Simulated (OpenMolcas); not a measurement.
## Mo3+ in a point-charge field

Mo3+ among 6 point charges of -1.1 e arranged as a trigonal prism (D3h), 2.1 Å from the ion, with a polar angle of 53.5° against the regular 49.1°.
```
   1.6885    0.0000    1.2486  -1.10
  -0.8443    1.4623    1.2486  -1.10
  -0.8443   -1.4623    1.2486  -1.10
   1.6885    0.0000   -1.2486  -1.10
  -0.8443    1.4623   -1.2486  -1.10
  -0.8443   -1.4623   -1.2486  -1.10
```

```
Program             : OpenMolcas 26.06
Method              : CASSCF
Basis               : ANO-RCC-VDZP [6s5p3d1f]
Scalar Hamiltonian  : DKH2, point nucleus
Active space        : 3 electrons in 5 orbitals (4d)
State averaging     : 2S+1 = 4 even, 10 roots; 2S+1 = 2 even, 40 roots
Spin-orbit coupling : state interaction with AMFI integrals over the reference wave functions
```

The lowest spin-free states (labels of D3, the rotations of D3h), above the lowest:

```tsv
State	Degeneracy	E (cm-1)	Free-ion L (%)
4A2	1	0.0	F (97)
4A1	1	2736	F (100)
4A2	1	2762	F (100)
4E	2	2966	F (100)
4E	2	7129	F (100)
2E	2	13216	G (68)
2E	2	13711	G (64)
4E	2	15128	P (100)
2A1	1	15340	G (73)
2A2	1	15513	G (100)
2A1	1	15614	G (100)
2E	2	16154	G (90)
4A2	1	17328	P (97)
2A2	1	17770	P (68)
2E	2	19197	P (62)
2A1	1	19576	H (100)
2A2	1	19643	H (100)
2E	2	20055	H (100)
2E	2	20817	D (65)
2E	2	21417	H (72)
```

The lowest levels with spin-orbit coupling:

```tsv
E (cm-1)	Degeneracy	Label	2S+1	g
0.0	2	E1/2	4	1.97 2.14 2.14
353.1	2	E3/2	4	0.00 0.00 5.87
1934	2	E3/2	4	0.00 0.00 0.03
2787	2	E1/2	4	0.11 0.11 4.07
3178	2	E1/2	4	2.42 2.77 2.77
3618	2	E1/2	4	1.52 4.53 4.53
3621	2	E3/2	4	0.00 0.00 3.98
3642	2	E1/2	4	0.07 0.07 7.97
3768	2	E1/2	4	0.03 0.03 7.83
4452	2	E3/2	4	0.00 0.00 11.94
7011	2	E1/2	4	0.07 0.07 1.94
7624	2	E3/2	4	0.00 0.00 2.03
8091	2	E1/2	4	0.02 0.02 5.97
8439	2	E1/2	4	0.02 0.02 9.90
13159	2	E3/2	2	0.00 0.00 1.97
13932	2	E1/2	2	0.60 0.60 5.72
14250	2	E3/2	2	0.00 0.00 9.82
14285	2	E1/2	2	0.60 0.60 5.35
14716	2	E1/2	4 (74 %)	1.95 1.95 3.04
15209	2	E1/2	4	0.57 1.75 1.75
```

Powder χT (cm3 K/mol): 0.41 at 2 K, 0.419 at 10 K, 0.467 at 50 K, 0.53 at 100 K, 0.674 at 200 K, 0.806 at 300 K. The effective moment at 300 K is 2.828 √(χT) = 2.54 μB.

The lowest level has 2S+1 = 4, for which the spin-only value is χT = S(S+1) / 2 = 1.875 cm3 K/mol (g = 2). The computed 0.806 at 300 K differs by -1.069, through orbital momentum, spin-orbit coupling and any other state in reach.

Without dynamic correlation the repulsion within the d shell is too large (B by tens of per cent), so at a given field states of lower spin stand too high. This is an electrostatic model: the charges have no orbitals. No measured value stands beside these numbers.
